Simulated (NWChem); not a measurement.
System: hydrogen bromide (HBr); SMILES Br

The following NWChem deck was run.

```
start job
memory heap 200 mb stack 900 mb global 1100 mb
geometry units angstroms noautosym nocenter noautoz
  Br     0.000000     0.000000     0.049320
  H      0.000000     0.000000    -1.373047
end
basis spherical
  * library def2-svp
end
dft
  xc xtpss03 ctpss03
  iterations 150
end
task dft gradient
```

Parts of the log:

```
             Northwest Computational Chemistry Package (NWChem) 7.3.0
             --------------------------------------------------------

                             Geometry "geometry" -> ""
                             -------------------------

 Output coordinates in angstroms (scale by  1.889725989 to convert to a.u.)

  No.       Tag          Charge          X              Y              Z
 ---- ---------------- ---------- -------------- -------------- --------------
    1 Br                  35.0000     0.00000000     0.00000000     0.04932000
    2 H                    1.0000     0.00000000     0.00000000    -1.37304700

 Effective nuclear repulsion energy (a.u.)      13.0213958247

                                 NWChem DFT Module
                                 -----------------

 Summary of "ao basis" -> "ao basis" (spherical)
 ------------------------------------------------------------------------------
       Tag                 Description            Shells   Functions and Types
 ---------------- ------------------------------  ------  ---------------------
 Br                         def2-svp                12       32   5s4p3d
 H                          def2-svp                 3        5   2s1p

            General Information
            -------------------
          SCF calculation type: DFT
          Wavefunction type:  closed shell.
          No. of atoms     :     2
          No. of electrons :    36
           Alpha electrons :    18
            Beta electrons :    18
          Charge           :     0
          Spin multiplicity:     1
          Use of symmetry is: off; symmetry adaption is: off
          Maximum number of iterations: 150
          AO basis - number of functions:    37
                     number of shells:    15
          Convergence on energy requested:  1.00D-06
          Convergence on density requested:  1.00D-05
          Convergence on gradient requested:  5.00D-04

              XC Information
              --------------
                  TPSS metaGGA Exchange Functional  1.000
             TPSS03 metaGGA Correlation Functional  1.000

             Grid Information
             ----------------
          Grid used for XC integration:  medium
          Radial quadrature: Mura-Knowles
          Angular quadrature: Lebedev.
          Tag              B.-S. Rad. Rad. Pts. Rad. Cut. Ang. Pts.
          ---              ---------- --------- --------- ---------
          Br                  1.15      112           6.0       590
          H                   0.35       45           6.0       434
          Grid pruning is: on
          Number of quadrature shells:   157
          Spatial weights used:  Erf1

      Superposition of Atomic Density Guess
      -------------------------------------

 Sum of atomic energies:       -2572.58508753

      Non-variational initial energy
      ------------------------------

 Total energy =   -2572.655833
 1-e energy   =   -3607.870258
 2-e energy   =    1022.193029
 HOMO         =      -0.398013
 LUMO         =       0.072328

   convergence    iter        energy       DeltaE   RMS-Dens  Diis-err
 ---------------- ----- ----------------- --------- --------- ---------
 d= 0,ls=0.0,diis     1  -2574.3330569149 -2.59D+03  1.53D-02  2.45D-01
 d= 0,ls=0.0,diis     2  -2574.3382256687 -5.17D-03  9.32D-03  1.68D-01
 d= 0,ls=0.0,diis     3  -2574.3550397225 -1.68D-02  2.63D-03  7.78D-03
 d= 0,ls=0.0,diis     4  -2574.3561619086 -1.12D-03  4.13D-04  1.70D-04
 d= 0,ls=0.0,diis     5  -2574.3561909452 -2.90D-05  3.00D-05  1.18D-06
 d= 0,ls=0.0,diis     6  -2574.3561911673 -2.22D-07  2.35D-06  6.71D-09

         Total DFT energy =    -2574.356191167311
      One electron energy =    -3607.850942704806
           Coulomb energy =     1112.051125755488
    Exchange-Corr. energy =      -91.577770042692
 Nuclear repulsion energy =       13.021395824699

 Numeric. integr. density =       36.000006831000

                       DFT Final Molecular Orbital Analysis
                       ------------------------------------

 Vector   16  Occ=2.000000D+00  E=-4.089459D-01
              MO Center= -6.9D-09, -3.4D-09, -2.5D-01, r^2= 1.6D+00
   Bfn.  Coefficient  Atom+Function         Bfn.  Coefficient  Atom+Function
  ----- ------------  ---------------      ----- ------------  ---------------
    14      0.426285  1 Br pz                33     -0.393695  2 H  s
    17      0.324771  1 Br pz                11     -0.286263  1 Br pz
     4      0.277225  1 Br s                  5      0.213535  1 Br s
     3     -0.202396  1 Br s                 34     -0.148781  2 H  s
     8      0.093493  1 Br pz                 2      0.040841  1 Br s

 Vector   17  Occ=2.000000D+00  E=-2.681819D-01
              MO Center=  9.9D-10, -2.4D-09,  2.3D-02, r^2= 1.4D+00
   Bfn.  Coefficient  Atom+Function         Bfn.  Coefficient  Atom+Function
  ----- ------------  ---------------      ----- ------------  ---------------
    16     -0.434215  1 Br py                15      0.430430  1 Br px
    13     -0.384069  1 Br py                12      0.380722  1 Br px
    10      0.255265  1 Br py                 9     -0.253040  1 Br px
     7     -0.082992  1 Br py                 6      0.082269  1 Br px

 Vector   18  Occ=2.000000D+00  E=-2.681819D-01
              MO Center=  2.1D-08,  2.3D-08,  2.3D-02, r^2= 1.4D+00
   Bfn.  Coefficient  Atom+Function         Bfn.  Coefficient  Atom+Function
  ----- ------------  ---------------      ----- ------------  ---------------
    15      0.434215  1 Br px                16      0.430430  1 Br py
    12      0.384069  1 Br px                13      0.380722  1 Br py
     9     -0.255265  1 Br px                10     -0.253040  1 Br py
     6      0.082992  1 Br px                 7      0.082269  1 Br py

 Vector   19  Occ=0.000000D+00  E=-2.481060D-02
              MO Center=  1.9D-09,  3.2D-09, -8.8D-01, r^2= 2.6D+00
   Bfn.  Coefficient  Atom+Function         Bfn.  Coefficient  Atom+Function
  ----- ------------  ---------------      ----- ------------  ---------------
    34      1.169090  2 H  s                 17      0.862631  1 Br pz
     5     -0.569927  1 Br s                 33      0.382374  2 H  s
    14      0.336371  1 Br pz                 4     -0.290742  1 Br s
    11     -0.225640  1 Br pz                 3      0.188820  1 Br s
    30      0.105013  1 Br d  0               8      0.072889  1 Br pz

 Vector   20  Occ=0.000000D+00  E= 2.596829D-01
              MO Center=  6.3D-09,  8.7D-09, -7.4D-01, r^2= 2.5D+00
   Bfn.  Coefficient  Atom+Function         Bfn.  Coefficient  Atom+Function
  ----- ------------  ---------------      ----- ------------  ---------------
     4      0.993746  1 Br s                 34     -0.815026  2 H  s
     5     -0.740635  1 Br s                 33      0.700769  2 H  s
    30      0.429933  1 Br d  0               3     -0.267039  1 Br s
    20     -0.133297  1 Br d  0              17      0.112998  1 Br pz
     2      0.044002  1 Br s                 11     -0.025150  1 Br pz

 Vector   21  Occ=0.000000D+00  E= 3.499798D-01
              MO Center=  4.5D-08,  5.4D-08, -2.0D-01, r^2= 3.6D+00
   Bfn.  Coefficient  Atom+Function         Bfn.  Coefficient  Atom+Function
  ----- ------------  ---------------      ----- ------------  ---------------
     5      2.420144  1 Br s                  4     -1.921047  1 Br s
    34     -1.347529  2 H  s                  3      0.522435  1 Br s
    33      0.405861  2 H  s                 14     -0.256313  1 Br pz
    30      0.206677  1 Br d  0              17     -0.170250  1 Br pz
    11      0.103011  1 Br pz                 2     -0.086422  1 Br s

     Multipole analysis of the density
     ---------------------------------

     L   x y z        total         alpha         beta         nuclear
     -   - - -        -----         -----         ----         -------
     0   0 0 0     -0.000000    -18.000000    -18.000000     36.000000

     1   1 0 0     -0.000000     -0.000000     -0.000000      0.000000
     1   0 1 0     -0.000000     -0.000000     -0.000000      0.000000
     1   0 0 1     -0.402329     -0.534846     -0.534846      0.667362

     2   2 0 0    -14.464599     -7.232300     -7.232300      0.000000
     2   1 1 0     -0.000000     -0.000000     -0.000000      0.000000
     2   1 0 1     -0.000000     -0.000000     -0.000000      0.000000
     2   0 2 0    -14.464599     -7.232300     -7.232300      0.000000
     2   0 1 1     -0.000000     -0.000000     -0.000000      0.000000
     2   0 0 2    -11.542848     -9.289626     -9.289626      7.036405

            General Information
            -------------------
          SCF calculation type: DFT
          Wavefunction type:  closed shell.
          No. of atoms     :     2
          No. of electrons :    36
           Alpha electrons :    18
            Beta electrons :    18
          Charge           :     0
          Spin multiplicity:     1
          Use of symmetry is: off; symmetry adaption is: off
          Maximum number of iterations: 150
          AO basis - number of functions:    37
                     number of shells:    15
          Convergence on energy requested:  1.00D-06
          Convergence on density requested:  1.00D-05
          Convergence on gradient requested:  5.00D-04

              XC Information
              --------------
                  TPSS metaGGA Exchange Functional  1.000
             TPSS03 metaGGA Correlation Functional  1.000

[...]

                         DFT ENERGY GRADIENTS

    atom               coordinates                        gradient
                 x          y          z           x          y          z
   1 Br      0.000000   0.000000   0.093201    0.000000  -0.000000  -0.003921
   2 H       0.000000   0.000000  -2.594683   -0.000000   0.000000   0.003921
```

Level: TPSS/def2-SVP. Coordinates come from a PBE0/def2-SVP optimisation.
